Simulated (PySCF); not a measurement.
C2H4BBrO. Atoms are numbered in the order given.

```xyz
9

B     -0.3187     0.5690     0.0000
Br     0.1920    -1.3230     0.0000
C      0.7828     1.6598     0.0000
C      0.4813     2.9688     0.0000
H      1.8363     1.3606     0.0000
H      1.2518     3.7474     0.0000
H     -0.5595     3.3096     0.0000
O     -1.6273     0.8924     0.0000
H     -2.2220     0.1313     0.0000
```
Charge 0, spin multiplicity 1.

Coordinates come from a B3LYP-D3(BJ)/def2-SVP optimisation. This is a generated structure with no PubChem entry under its InChIKey; it may be hypothetical. Other conformers were not sampled.

The numbers are results of B3LYP/pcSseg-1 run with PySCF, not measurements.

GIAO shieldings, no solvent; atoms listed in one row are averaged. δ = σ(ref) − σ: ¹¹B against BF3 (σ = 86.3 ppm); ¹³C against TMS (σ = 181.3 ppm); ¹H against TMS (σ = 31.68 ppm); ¹⁷O against H2O (σ = 333.8 ppm), references at their B3LYP-D3(BJ)/def2-TZVP geometries, non-relativistic (without spin–orbit terms, shifts of atoms bonded to Cl or Br come out too high).

```
nucleus  atoms  count  δ (ppm)
-------  -----  -----  -------
¹¹B         B1      1     30.8
¹³C         C4      1    150.1
¹³C         C3      1    144.4
¹H          H7      1     6.91
¹H          H6      1     6.56
¹H          H5      1     6.48
¹H          H9      1     5.63
¹⁷O         O8      1    185.5
```
